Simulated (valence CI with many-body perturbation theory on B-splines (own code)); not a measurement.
## E1 transitions of Gd¹³⁺

Calculated by relativistic CI+MBPT: five valence electrons over a frozen Dirac-Fock core [Kr] 4d10, a basis of 7 s, 7 p, 7 d, 7 f, 4 g, 2 h functions for each j, with the one-electron correlation potential Σ1, the two-electron term Σ2, the three-electron term Σ3, Breit, model QED; selected CI, second order for the rest, scaled by the run's own slope (own B-spline code, finite nucleus).

No measured spectrum was set against this ion. As an estimate, terms of the open shell hold to a few per cent of their energy, and close levels can change places; configurations with another count of f electrons can be misplaced by thousands of cm⁻¹. Among the levels kept, up to 1200 cm⁻¹ of a level comes from second order outside the variational space, and about a tenth of that is noise between levels of different J, which matters for small intervals. The lowest computed level is not the ground level that NIST lists (6H°5/2, for many ions itself from theory).

Lines 1 to 50 of 552 in falling wavelength, among levels below 16.288 eV, chosen from the strongest by gf and those to the six lowest levels. Wavelengths and rates use the calculated energies, so an error of 2000 cm⁻¹ moves a line at 678.5 nm by 14 % and its rate by three times that or more. Electric multipoles are in the length gauge, E1 and E2 with the static RPA response of the core. Weak lines are less certain than strong ones. Lines between different terms over intervals too small for the method are left out, as are lines whose strength nearly cancels. Where a level lies close to another of its J and parity, the split of strength between their lines is uncertain. The highest levels of a list are the least certain.

Names give the largest LS component (configuration and term), which can be under half, so a name can repeat, a term be missing and a line seem to break the LS rules; names also repeat where a configuration has a term twice. Letters in brackets count levels of one name in rising energy.

```csv
λ vac (nm),Upper,Lower,A (s⁻¹),S (a.u.)
678.5,4f4 5s 2G_9/2 [b],4f3 5s2 2G°_9/2 [b],6.84e+01,1.05e-04
642.8,4f4 5s 2F_7/2 [a],4f3 5s2 2G°_7/2 [b],6.94e+01,7.28e-05
596.7,4f4 5s 4F_9/2 [e],4f3 5s2 2G°_9/2 [b],7.98e+01,8.37e-05
455.9,4f4 5s 2D_5/2 [a],4f3 5s2 2F°_7/2 [a],5.84e+02,1.64e-04
444.4,4f4 5s 4G_7/2 [d],4f3 5s2 2G°_9/2 [b],1.51e+02,5.24e-05
434.4,4f4 5s 4F_9/2 [f],4f3 5s2 2G°_9/2 [b],2.53e+02,1.02e-04
434.2,4f4 5s 4L_13/2,4f3 5s2 2L°_15/2,9.81e+01,5.55e-05
418.8,4f4 5s 4P_3/2 [a],4f3 5s2 2D°_3/2 [b],3.48e+02,5.05e-05
418.7,4f4 5s 6F_11/2,4f3 5s2 4G°_11/2,2.05e+02,8.92e-05
414.5,4f4 5s 2F_5/2 [a],4f3 5s2 2F°_7/2 [a],2.19e+02,4.62e-05
409.4,4f4 5s 4F_3/2 [a],4f3 5s2 4D°_1/2,4.57e+02,6.20e-05
404.2,4f4 5s 2F_7/2 [b],4f3 5s2 2G°_9/2 [b],3.13e+02,8.15e-05
398.9,4f4 5s 4L_13/2,4f3 5s2 2I°_11/2,1.32e+02,5.79e-05
395.8,4f4 5s 2P_3/2,4f3 5s2 2F°_5/2 [a],3.57e+02,4.38e-05
385.2,4f4 5s 6F_9/2,4f3 5s2 4G°_9/2,1.80e+02,5.09e-05
381.3,4f4 5s 4L_19/2,4f3 5s2 2L°_17/2,1.01e+02,5.52e-05
379.3,4f4 5s 4H_7/2 [c],4f3 5s2 2G°_7/2 [b],3.42e+02,7.36e-05
375.8,4f4 5s 4G_9/2 [b],4f3 5s2 2G°_9/2 [b],3.97e+02,1.04e-04
370.1,4f4 5s 4D_5/2 [a],4f3 5s2 4D°_5/2,3.77e+02,5.66e-05
369.8,4f4 5s 4D_5/2 [a],4f3 5s2 4D°_3/2,1.24e+03,1.86e-04
368.5,4f4 5s 4F_9/2 [b],4f3 5s2 4D°_7/2,2.61e+02,6.44e-05
366.8,4f4 5s 4D_7/2,4f3 5s2 4D°_7/2,1.69e+03,3.29e-04
364.0,4f4 5s 4D_3/2 [a],4f3 5s2 4D°_3/2,5.77e+02,5.49e-05
353.9,4f4 5s 4L_15/2 [b],4f3 5s2 2L°_15/2,2.94e+02,1.03e-04
350.5,4f4 5s 4M_17/2,4f3 5s2 2L°_17/2,2.58e+02,9.86e-05
348.3,4f4 5s 4P_1/2 [a],4f3 5s2 4D°_1/2,1.73e+03,7.21e-05
339.4,4f4 5s 2K_15/2 [a],4f3 5s2 2L°_17/2,2.47e+02,7.62e-05
331.7,4f4 5s 4F_9/2 [d],4f3 5s2 4D°_7/2,3.31e+02,5.96e-05
330.9,4f4 5s 2H_11/2 [a],4f3 5s2 2H°_11/2 [b],2.75e+02,5.91e-05
330.9,4f4 5s 4F_5/2 [a],4f3 5s2 4D°_5/2,1.08e+03,1.16e-04
329.9,4f4 5s 2F_5/2 [b],4f3 5s2 2F°_7/2 [a],9.04e+02,9.61e-05
329.2,4f4 5s 2D_3/2 [a],4f3 5s2 2D°_5/2 [b],2.18e+03,1.53e-04
328.4,4f4 5s 4F_7/2 [a],4f3 5s2 4D°_5/2,1.57e+03,2.20e-04
322.7,4f4 5s 2K_15/2 [a],4f3 5s2 2I°_13/2,4.38e+02,1.16e-04
322.6,4f4 5s 2F_5/2 [c],4f3 5s2 2F°_7/2 [a],7.20e+02,7.15e-05
320.4,4f4 5s 4S_3/2,4f3 5s2 4D°_3/2,8.86e+02,5.75e-05
314.9,4f4 5s 6G_11/2,4f3 5s2 4G°_11/2,2.52e+02,4.66e-05
314.2,4f4 5s 2K_13/2 [a],4f3 5s2 2I°_11/2,6.96e+02,1.49e-04
310.4,4f4 5s 4F_7/2 [b],4f3 5s2 4D°_7/2,8.52e+02,1.01e-04
309.6,4f4 5s 2D_5/2 [a],4f3 5s2 2D°_5/2 [b],5.56e+02,4.88e-05
303.2,4f4 5s 4D_7/2,4f3 5s2 4D°_5/2,3.45e+02,3.79e-05
303.0,4f4 5s 2G_7/2 [a],4f3 5s2 2G°_9/2 [b],1.41e+03,1.55e-04
302.0,4f4 5s 6G_9/2,4f3 5s2 4G°_9/2,4.43e+02,6.02e-05
299.9,4f4 5s 2F_5/2 [c],4f3 5s2 2F°_5/2 [a],1.48e+03,1.18e-04
298.9,4f4 5s 2D_3/2 [b],4f3 5s2 2F°_5/2 [a],1.16e+03,6.14e-05
296.2,4f4 5s 2G_9/2 [c],4f3 5s2 2G°_7/2 [b],4.58e+02,5.88e-05
295.3,4f4 5s 4G_7/2 [c],4f3 5s2 2H°_9/2 [b],3.50e+02,3.56e-05
295.2,4f4 5s 2D_5/2 [a],4f3 5s2 2D°_3/2 [b],6.17e+02,4.70e-05
289.2,4f4 5s 2G_7/2 [b],4f3 5s2 2G°_7/2 [b],2.64e+03,2.52e-04
287.3,4f4 5s 4P_3/2 [a],4f3 5s2 4D°_5/2,7.44e+02,3.48e-05
```
